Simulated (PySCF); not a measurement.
Substituent effects on chemical shifts

Parent skeleton `[CH3:1][O:2][SiH3:3]`; one hydrogen on atom 3 is replaced by X. Hydrogens on one atom are averaged.

PySCF calculation with PBE0-D3(BJ)/def2-SVP structure and PBE0/pcSseg-1 with gauge-including orbitals; one conformer, no solvent model, equivalent nuclei averaged, non-relativistic Hamiltonian.

Scale: 13C, 29Si, 1H against TMS; H2O for 17O (reference shieldings calculated alike).

Parent (X = H): C1 54.6, O2 -10.8, Si3 -29.2, H(C1) 3.56, H(Si3) 4.73 ppm. Effects are Δδ = δ(X) − δ(H), positive for deshielding.

Four derivatives gave (Δδ, ppm):
| compound | C1 | O2 | Si3 | H(C1) | H(Si3) |
| --- | --- | --- | --- | --- | --- |
| 1 | -0.6 | +8.2 | -16.4 | +0.18 | -0.24 |
| 2 | -0.6 | +5.5 | +26.3 | +0.04 | -0.03 |
| 3 | -4.6 | +39.6 | +1.0 | -0.04 | -0.16 |
| 4 | -1.6 | +11.3 | +25.0 | +0.01 | +0.66 |

Their substituents are CHO, NH2, PH2, iPr. Which is which?

## Answers

1: X = CHO (CO[SiH2]C=O); 2: X = iPr (CO[SiH2]C(C)C); 3: X = NH2 (CO[SiH2]N); 4: X = PH2 (CO[SiH2]P).

Experimental scales use liquid or dissolved standards, which lie at an offset from isolated H2O (liquid H2O: subtract about 36 ppm).
